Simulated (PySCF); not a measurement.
BH9Si3. Atoms are numbered in the order given.

```xyz
13

B      0.0409    -0.0170     0.0000
Si    -0.0059     1.9895     0.0000
H     -0.6328     2.5936     1.2175
H      1.4510     2.3643     0.0000
H     -0.6328     2.5936    -1.2175
Si     0.0057    -0.9947     1.7529
H     -1.4613    -1.1716     2.0328
H      0.6374    -2.3508     1.7294
H      0.5903    -0.2106     2.8863
Si     0.0057    -0.9947    -1.7529
H      0.6374    -2.3508    -1.7294
H     -1.4613    -1.1716    -2.0328
H      0.5903    -0.2106    -2.8863
```
Charge 0, spin multiplicity 1.

The structure is a stationary point at PBE0-D3(BJ)/def2-SVP.

Computed with B3LYP/pcSseg-1 in PySCF.

GIAO shieldings, no solvent; atoms listed in one row are averaged. δ = σ(ref) − σ: ¹¹B against BF3 (σ = 86.3 ppm); ²⁹Si against TMS (σ = 338.7 ppm); ¹H against TMS (σ = 31.68 ppm), references at their B3LYP-D3(BJ)/def2-TZVP geometries, non-relativistic.

**Question.** Estimate the chemical shifts. (Estimate from the structure and the level; the computed values follow.)

**Answer.** 
```json
[
 {"nucleus": "¹¹B", "atoms": "B1", "count": "1", "δ (ppm)": "169.3"},
 {"nucleus": "²⁹Si", "atoms": "Si2", "count": "1", "δ (ppm)": "-87.6"},
 {"nucleus": "²⁹Si", "atoms": "Si6, Si10", "count": "2", "δ (ppm)": "-88.8"},
 {"nucleus": "¹H", "atoms": "H3, H4, H5, H7, H8, H9, H11, H12, H13", "count": "9", "δ (ppm)": "4.40"}
]
```
